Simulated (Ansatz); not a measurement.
Ansatz (a quantum-chemistry and plane-wave program) input (CCSD(T)/def2-SVPD):

Ansatz 0.2 input:
```yaml
crystal:
  periodic: [false, false, false]
  atoms:
    - {symbol: W, position_ang: [0.01718860, 0.00631771, 0.00349031]}
    - {symbol: H, position_ang: [0.70825666, 1.29363694, -0.90529269]}
    - {symbol: H, position_ang: [-1.28020020, 0.72087477, 0.82458585]}
    - {symbol: H, position_ang: [0.99179209, -0.66878051, 1.25050388]}
    - {symbol: H, position_ang: [-1.53056825, -0.56256353, -0.31079656]}
    - {symbol: H, position_ang: [-0.16123676, -1.25067791, -1.11728344]}
basis:
  gaussian:
    orbitals: def2-SVPD
magnetization: {spin_polarized: true, initial_magnetization: 1}
correlation: {method: ccsd_t, electrons: outside_noble_gas}
output: {forces: true}
```

End of the output:

```
determinant -1879.64517288 eV, -69.0756860339 hartree, with singles and doubles -1886.47496951 eV, -69.3266764307 hartree
4 core orbitals not correlated
reference -1881.49961943 eV, -69.1438356877 hartree; 6, 5 occupied and 65, 66 virtual orbitals, 722 factors
densities: 0.48 GiB planned
second order -5.83979458 eV of doubles, -0.00000000 eV of singles
coupled cluster: 0.34 GiB planned
cycle   1  -6.76523112 eV  change   -1.9e-1 eV  update   2.4e-2
cycle   2  -6.77769577 eV  change   -1.2e-2 eV  update   7.6e-3
cycle   3  -6.78211049 eV  change   -4.4e-3 eV  update   3.1e-3
cycle   4  -6.78579755 eV  change   -3.7e-3 eV  update   1.3e-3
cycle   5  -6.78688361 eV  change   -1.1e-3 eV  update   7.0e-4
cycle   6  -6.78746833 eV  change   -5.8e-4 eV  update   2.8e-4
cycle   7  -6.78748474 eV  change   -1.6e-5 eV  update   1.1e-4
cycle   8  -6.78748538 eV  change   -6.4e-7 eV  update   4.8e-5
cycle   9  -6.78746075 eV  change    2.5e-5 eV  update   1.8e-5
cycle  10  -6.78746163 eV  change   -8.9e-7 eV  update   7.1e-6
cycle  11  -6.78746220 eV  change   -5.7e-7 eV  update   2.9e-6
cycle  12  -6.78746340 eV  change   -1.2e-6 eV  update   1.2e-6
cycle  13  -6.78746354 eV  change   -1.4e-7 eV  update   5.3e-7
perturbative correction -0.25307706 eV, -0.0093004105 hartree
the calculation of the forces begins
mean field evaluation 544: about -1881.4828 eV, gradient 9.9e-2 eV
Total energy: -1888.54016003 eV, -69.4025707826 hartree
Atom 0 at     0.017189     0.006318     0.003490 Å, force     0.281794     0.103574     0.057221 eV/Å
Atom 1 at     0.708257     1.293637    -0.905293 Å, force     0.034840     0.104061    -0.085575 eV/Å
Atom 2 at    -1.280200     0.720875     0.824586 Å, force    -0.133818     0.001387     0.018863 eV/Å
Atom 3 at     0.991792    -0.668781     1.250504 Å, force     0.059880    -0.069246     0.104809 eV/Å
Atom 4 at    -1.530568    -0.562564    -0.310797 Å, force    -0.156375    -0.057476    -0.031753 eV/Å
Atom 5 at    -0.161237    -1.250678    -1.117283 Å, force    -0.086322    -0.082300    -0.063564 eV/Å
Dipole moment:     0.170808     0.062781     0.034684 e Å
```

The spin state was set by rule; other spins were not relaxed.
